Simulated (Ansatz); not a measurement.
2,2'-bipyridine (C₁₀H₈N₂), SMILES c1ccc(-c2ccccn2)nc1. Heavy atoms are numbered as in [cH:1]1[cH:2][cH:3][c:4](-[c:5]2[cH:6][cH:7][cH:8][cH:9][n:10]2)[n:11][cH:12]1.

Level of theory: PBE-D3(BJ)/def2-SVP (Ansatz, a first-principles code).

Bond lengths of the relaxed neutral molecule (Å): C1–C2 1.401, C1–C12 1.406, C2–C3 1.400, C3–C4 1.415, C4–C5 1.500, C4–N11 1.349, C5–C6 1.415, C5–N10 1.349, C6–C7 1.400, C7–C8 1.401, C8–C9 1.406, C9–N10 1.336, N11–C12 1.336.

How do the bond lengths change in the relaxed cation? (The exact figures need the calculation; the answer reports its results.)


```
bond     neutral (Å)  cation (Å)
-------  -----------  ----------
C1–C2          1.401       1.402
C1–C12         1.406       1.413
C2–C3          1.400       1.405
C3–C4          1.415       1.403
C4–C5          1.500       1.461
C4–N11         1.349       1.352
C5–C6          1.415       1.403
C5–N10         1.349       1.352
C6–C7          1.400       1.405
C7–C8          1.401       1.402
C8–C9          1.406       1.413
C9–N10         1.336       1.321
N11–C12        1.336       1.321
```
